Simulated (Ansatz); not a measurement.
Geometry optimisation, RKS PBE-D4/STO-3G (Ansatz 0.2.0).

Input:

```yaml
crystal:
  periodic: [false, false, false]
  atoms:
    - { symbol: O, position_ang: [-0.564, 0.8939, -1.4041] }
    - { symbol: Si, position_ang: [0.1617, 0.7536, 0.1027] }
    - { symbol: B, position_ang: [1.111, -0.9747, 0.3036] }
    - { symbol: "N", position_ang: [-0.2132, -0.7475, 0.8192] }
    - { symbol: H, position_ang: [-1.5545, 1.128, -1.208] }
    - { symbol: H, position_ang: [-0.0474, 1.8224, 1.1094] }
    - { symbol: H, position_ang: [2.075, -1.6919, 0.0737] }
    - { symbol: H, position_ang: [-0.8766, -1.2409, 0.1477] }
basis:
  gaussian: { orbitals: STO-3G }
hamiltonian:
  xc: pbe
  dispersion: d4
relax:
  f_tol: 0.015
  max_steps: 40
```

Launched with:

```bash
$ ansatz run input.yaml --threads 1 --pin off --max-ram 2048MiB --backend cpu --events-out ev --progress --plain --runs-dir out
```

Problem. Where does it end, and by what steps?

Solution. The forces met the threshold. Limits of this set-up: minimal basis. After 11 steps the energy has fallen by 1.880 eV; H8 moved furthest, 0.87 Å.

```
step  energy less start (eV)  largest force component (eV/Å)  accepted
   0                  0.0000                           4.342       yes
   1                 -0.9545                           1.959       yes
   2                 -1.3655                           1.733       yes
   3                 -1.6169                           1.321       yes
   4                 -1.7953                           1.333       yes
   5                 -1.8317                           1.122       yes
   6                 -1.8303                           0.360        no
   7                 -1.8735                           0.266       yes
   8                 -1.8794                           0.051       yes
   9                 -1.8800                           0.029       yes
  10                 -1.8800                           0.039       yes
  11                 -1.8801                           0.011       yes
```

```xyz
8
Properties=species:S:1:pos:R:3
O -0.608 1.084 -1.537
Si 0.142 0.690 -0.035
B 1.137 -0.904 0.207
N -0.206 -0.987 0.514
H -1.358 1.739 -1.257
H -0.236 1.662 0.998
H 2.082 -1.598 0.201
H -0.860 -1.744 0.853
```

Whether the end is a true minimum wasn't checked by a vibrational analysis.

The run took 22 s on 1 thread of Arm Neoverse V1 (shared host), peak memory 0.14 GiB.
